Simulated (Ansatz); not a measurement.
Reaction (redistribution): `[NH2][Y]([OH])[F]` + `C[N](C)[Mo](=[O])(=[O])[F]` → `C[N](C)[Y]([NH2])[F]` + `[O]=[Mo](=[O])([OH])[F]`

Program: Ansatz. Geometries: PBE0-D4/def2-TZVP. ΔE: electronic, gas phase. CBS: MP2 limit from def2 TZ/QZ plus the TZ coupled-cluster correction, frozen cores. Functionals use def2-TZVPP. Elements past krypton have def2 core potentials. For Mo, Y outer-core shells are correlated without core-valence functions, which leaves a few kJ/mol of doubt a bond. One conformer a species, not always the lowest.

CCSD(T)/CBS gives +91.5 kJ/mol.

(1) Another level gave +83.7 kJ/mol. Which?
A. MP2/def2-TZVPP
B. CCSD/def2-TZVPP
C. r2SCAN-D4/def2-TZVPP
D. PBE/def2-TZVPP

Largest T1 diagnostic among the species: 0.025, so the coupled-cluster value is less sure than usual.

Results:

(1) B. CCSD/def2-TZVPP 83.7, MP2/def2-TZVPP 93.4, r2SCAN-D4 79.2, PBE 74.1 kJ/mol.

In def2-TZVPP, CCSD(T) changes the Hartree–Fock value by +7.2 kJ/mol (the triples alone add +1.9 kJ/mol) and MP2 by +15.0 kJ/mol. The D4 term adds +6.6 kJ/mol with B3LYP and +3.6 kJ/mol with PBE0; it sums over pairs of atoms, weighted by their polarisabilities, and B3LYP, whose exchange is more repulsive, gets the larger term.

B3LYP here is the variant with VWN-RPA as its local correlation; programs differ in this.
